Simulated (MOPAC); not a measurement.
MOPAC input (PM6):

```
PM6 1SCF GEO-OK AUX(PRECISION=9) THREADS=1
H3BF2Si

F     1.30082500 1    1.11685400 1   -0.11686800 1
B     0.58694400 1    0.00829100 1    0.00160400 1
F     1.27393000 1   -1.11698800 1    0.13336400 1
Si   -1.44757500 1    0.00102500 1   -0.00951800 1
H    -1.92465700 1   -0.89625700 1   -1.08850300 1
H    -1.98316400 1    1.36353700 1   -0.22453800 1
H    -1.93364500 1   -0.52187900 1    1.28979800 1
```

From the output:

```
                                                       MOPAC v23.2.5 Linux

          FINAL HEAT OF FORMATION =       -137.69015 KCAL/MOL =    -576.09559 KJ/MOL

          COSMO AREA              =        112.94 SQUARE ANGSTROMS
          COSMO VOLUME            =        100.71 CUBIC ANGSTROMS

          IONIZATION POTENTIAL    =         10.103097 EV
          HOMO LUMO ENERGIES (EV) =        -10.103 -0.623
          NO. OF FILLED LEVELS    =         12
          MOLECULAR WEIGHT        =         79.9160         POINT GROUP:  Cs

          MOLECULAR DIMENSIONS (Angstroms)

            Atom       Atom       Distance
            H     6    F     3     4.10972
            F     1    H     5     3.65614
            H     7    F     1     2.25602

          SCF CALCULATIONS        =          1

   ATOM   CHEMICAL          X               Y               Z
  NUMBER   SYMBOL      (ANGSTROMS)     (ANGSTROMS)     (ANGSTROMS)

     1       F          1.30082500  *   1.11685400  *  -0.11686800  *
     2       B          0.58694400  *   0.00829100  *   0.00160400  *
     3       F          1.27393000  *  -1.11698800  *   0.13336400  *
     4      Si         -1.44757500  *   0.00102500  *  -0.00951800  *
     5       H         -1.92465700  *  -0.89625700  *  -1.08850300  *
     6       H         -1.98316400  *   1.36353700  *  -0.22453800  *
     7       H         -1.93364500  *  -0.52187900  *   1.28979800  *

                             CARTESIAN COORDINATES

   1    F        1.300825000     1.116854000    -0.116868000
   2    B        0.586944000     0.008291000     0.001604000
   3    F        1.273930000    -1.116988000     0.133364000
   4   Si       -1.447575000     0.001025000    -0.009518000
   5    H       -1.924657000    -0.896257000    -1.088503000
   6    H       -1.983164000     1.363537000    -0.224538000
   7    H       -1.933645000    -0.521879000     1.289798000

           Empirical Formula: H3 F2 B Si  =     7 atoms

      MOLECULAR POINT GROUP   :   Cs

                  EIGENVALUES
 -41.07506 -40.97739 -19.70801 -18.50166 -16.97365 -16.56479 -16.42962 -15.30411
 -14.98496 -12.06257 -12.04661 -10.10310  -0.62344  -0.26330   0.50016   0.86517
   1.11403   1.19225   1.69803   3.16775   3.83773   4.09427   4.20131   4.25029

              NET ATOMIC CHARGES AND DIPOLE CONTRIBUTIONS

  ATOM NO.   TYPE          CHARGE      No. of ELECS.   s-Pop       p-Pop       d-Pop
    1          F          -0.294023        7.2940     1.94755     5.34647
    2          B           0.420182        2.5798     1.12214     1.45767
    3          F          -0.294421        7.2944     1.94772     5.34670
    4         Si           0.220353        3.7796     1.25209     2.05963     0.46793
    5          H          -0.017159        1.0172     1.01716
    6          H          -0.017808        1.0178     1.01781
    7          H          -0.017124        1.0171     1.01712
 DIPOLE           X         Y         Z       TOTAL
 POINT-CHG.    -3.499     0.020    -0.028     3.499
 HYBRID         1.379     0.029     0.001     1.379
 SUM           -2.120     0.049    -0.027     2.121

          ATOMIC ORBITAL ELECTRON POPULATIONS

     Atom    s        px        py        pz      x^2-y^2     xz        z^2       yz        xy
    1  F   1.94755   1.84552   1.60839   1.89256
    2  B   1.12214   0.72291   0.52054   0.21423
    3  F   1.94772   1.85553   1.59901   1.89216
    4 Si   1.25209   0.60458   0.72454   0.73051   0.12027   0.05236   0.11469   0.11554   0.06505
    5  H   1.01716
    6  H   1.01781
    7  H   1.01712

 **********************
 *                    *
 * JOB ENDED NORMALLY *
 *                    *
 **********************

 == MOPAC DONE ==
```

The geometry given is a B3LYP-D3(BJ)/def2-TZVP minimum.
